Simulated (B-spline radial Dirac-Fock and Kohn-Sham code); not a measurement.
**Binding energies of Os¹³⁺ at several levels of theory**

System: Os¹³⁺ in the configuration [Kr] 4d10 4f13 5s2 5p2.

The density-functional columns are spherical, spin-unpolarised Dirac-Kohn-Sham results without Breit or QED terms: −ε is minus the orbital energy of the initial state and ΔSCF the difference of two total energies. The reference in the last column comes from Dirac-Fock (average of configuration) total-energy differences with a finite nucleus, the Breit interaction including its frequency dependence, and self-energy and vacuum-polarisation corrections. All numbers are from a radial B-spline solver, in eV; a selection of levels is shown. For the 1s level of heavy atoms much of the gap between ΔSCF and the reference is the Breit and QED part, -381.9 eV here; for other levels the error of the functional can be larger.

```tsv
level	LDA −ε	LDA ΔSCF	Dirac-Fock
K (1s)	73937.5	74521.2	74151.1
L1 (2s)	13084.9	13198.5	13256.2
L2 (2p1/2)	12546.5	12691.0	12668.0
L3 (2p3/2)	11016.7	11140.8	11153.8
M1 (3s)	3241.4	3279.6	3335.6
M2 (3p1/2)	2999.3	3039.9	3074.9
M3 (3p3/2)	2665.5	2702.8	2740.6
M4 (3d3/2)	2257.2	2300.8	2310.5
M5 (3d5/2)	2184.8	2227.2	2239.5
N1 (4s)	881.9	902.5	934.6
N2 (4p1/2)	780.0	800.5	824.1
N3 (4p3/2)	700.5	720.2	744.5
N4 (4d3/2)	532.3	551.7	563.7
N5 (4d5/2)	517.4	536.5	548.9
N6,7 (4f)	300.9	319.3	316.8
O1 (5s)	319.6	331.7	327.1
O2,3 (5p)	272.0	283.1	280.1
```

Values without a named source are computed, but for edge energies of neutral atoms, which are taken from tables.
